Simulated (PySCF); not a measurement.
Gas-phase XPS of `[H]/N=C\[SiH2]F`, computed

Compound: CH4FNSi.
SMILES with atom numbers: `[H]/[N:1]=[CH:2]\[SiH2:3][F:4]`

Method: delta-SCF UKS SCAN, pcX-2 on the ionised atom, pcseg-1 elsewhere, spin-free X2C (PySCF 2.14.0). Binding energies are ΔSCF values: E(core-ionised, relaxed orbitals) − E(ground state) at a fixed geometry, referred to the vacuum level.

**Question.** What binding energy does each computed site have?

**Answer.** 
| atom(s) | environment | level | binding energy (eV) | 2p1/2 (eV) | count |
| --- | --- | --- | --- | --- | --- |
| Si3 | fluorine-bound silicon | Si 1s | 1848.30 | – | 1 |
| F4 | silicon-bound fluorine | F 1s | 692.65 | – | 1 |
| N1 | C=N nitrogen | N 1s | 405.38 | – | 1 |
| C2 | C=N carbon | C 1s | 292.10 | – | 1 |
| Si3 | fluorine-bound silicon | Si 2p3/2 | 108.43 | 109.05 | 1 |

**Question.** Which photon wavelength matches the N 1s of N1 threshold?

**Answer.** λ = hc/E = 12398.42 eV Å / 405.38 eV = 30.585 Å.

**Question.** Which photon energy gives electrons from N 1s of N1 a kinetic energy of 200 eV, and what is their de Broglie wavelength?

**Answer.** hν = 405.38 + 200 = 605.38 eV, recoil neglected; λ = 12.264 Å/√(E/eV) = 0.87 Å.

Spin contamination (⟨S²⟩ against 0.75 for a pure doublet) is marked for C 1s of C2 (0.88), which makes this value less certain. 2p3/2 and 2p1/2 are the ΔSCF energy of one spin-free 2p hole plus the eigenvalues of a spin–orbit and ligand-field matrix of the shell. 2p1/2 minus 2p3/2 (ligand field included): Si 0.63 eV. Geometry: PBE0-D3(BJ)/def2-SVP, one conformer, isolated molecule.

Conformer computed: `[H]/[N:1]=[CH:2]\[SiH2:3][F:4]`: N1–C2–Si3–F4 178°.
